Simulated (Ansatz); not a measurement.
A search over several starts for the lowest SCF solution of Zn₇Te₆⁺ at the given spin, in a small basis.

```yaml
crystal:
  periodic: [false, false, false]
  atoms:
    - {symbol: Zn, position_ang: [0.530469, 2.393665, -0.515829]}
    - {symbol: Zn, position_ang: [-1.953833, 1.367757, -0.771007]}
    - {symbol: Zn, position_ang: [0.661605, -1.388694, -0.829551]}
    - {symbol: Zn, position_ang: [-1.460599, -0.392130, 1.541189]}
    - {symbol: Zn, position_ang: [0.121237, 0.574354, -3.484125]}
    - {symbol: Zn, position_ang: [1.033646, -2.899983, 1.607731]}
    - {symbol: Zn, position_ang: [1.015472, 0.631347, 1.798305]}
    - {symbol: Te, position_ang: [-1.143881, 2.344590, 1.675816]}
    - {symbol: Te, position_ang: [2.421075, 0.633857, -0.379816]}
    - {symbol: Te, position_ang: [1.618583, -3.753150, -0.619795]}
    - {symbol: Te, position_ang: [-0.974026, 2.997955, -2.580698]}
    - {symbol: Te, position_ang: [-2.051643, -1.216037, -0.844536]}
    - {symbol: Te, position_ang: [0.181875, -1.293541, 3.402324]}
basis:
  gaussian: {orbitals: def2-SVP, initial_orbitals: start.molden}
total_charge: 1
magnetization: {spin_polarized: true, initial_magnetization: 1}
hamiltonian: {xc: pbe, dispersion: d4}
output: {orbitals: {seedname: orbitals}}
```

The file start.molden holds the orbitals of an earlier run on this structure, at another level or in another basis.

```sh
$ ansatz run in.yaml --threads 2 --pin off --events-out ev --progress --plain --max-ram 32768MiB --backend cuda --devices 0, --max-vram 18GiB
```

It prints (some lines left out):

```
Functional definition: PBE
4426 factors; their error is unknown
mean field evaluation 1: about -382524.6174 eV, gradient 1.2e2 eV
mean field evaluation 2: about -382549.7268 eV, gradient 4.0e1 eV
mean field evaluation 4: about -382594.1784 eV, gradient 1.5e1 eV
mean field evaluation 8: about -382604.8666 eV, gradient 2.1e-1 eV
mean field evaluation 16: about -382604.7029 eV, gradient 1.1e-5 eV
mean field evaluation 32: about -382604.7029 eV, gradient 3.0e-3 eV
mean field evaluation 64: about -382604.5604 eV, gradient 1.3e0 eV
mean field evaluation 96: about -382602.8538 eV, gradient 3.0e0 eV
mean field -382604.70290841 eV, -14060.4634931020 hartree, gradient 1.1e-5 eV, S^2 0.752678; 7 other end points of the search recorded, 0 dependent functions left out
reference -382604.70297113 eV, -14060.4634954067 hartree; 177, 176 occupied and 196, 197 virtual orbitals, 4426 factors
Total energy: -382606.42516456 eV, -14060.5267848479 hartree
```

It took 35 s on 2 threads of AMD EPYC 7R13 on a shared host and a share (18 GiB) of an NVIDIA H100 80GB HBM3, peak host memory 1.3 GiB.

In the def2 sets Te takes a core potential; there is no spin–orbit coupling. The structure comes from a short search, and lower isomers may exist.
